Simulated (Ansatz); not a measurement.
Molecule: sum formula HSiO$_{2}$Br$_{2}$, net charge -1, singlet state. It need not be the lowest isomer of its formula. Whether it binds its extra electron was not tested at this geometry. 
Coordinates optimised at B3LYP-D3(BJ)/def2-TZVP (Ansatz, a quantum-chemistry and plane-wave program):
SMILES: [O-][Si](O)(Br)Br
```xyz
6

Si    -0.8367     0.2444     0.1234
Br     0.2335    -0.3970    -1.8306
Br     0.9270     0.2303     1.6282
O     -1.6290     1.5572     0.0441
O     -1.6612    -1.1431     0.5404
H     -2.5828    -0.9007     0.6812
```
Charge -1, spin multiplicity 1.

Parts of the frozen-core correlation energy in def2-SVPD (Ansatz, hartree). Frozen orbitals: 35; correlated occupied orbitals by spin: 16 and 16; virtual: 109 and 109. No spin-orbit coupling. Non-relativistic.

```tsv
term	value
reference (HF)	-5583.48781
MP2 opposite-spin	-0.54471
MP2 same-spin	-0.20844
CCSD correlation	-0.77466
(T)	-0.02564
T1 diagnostic	0.015
largest doubles amplitude	0.020
```
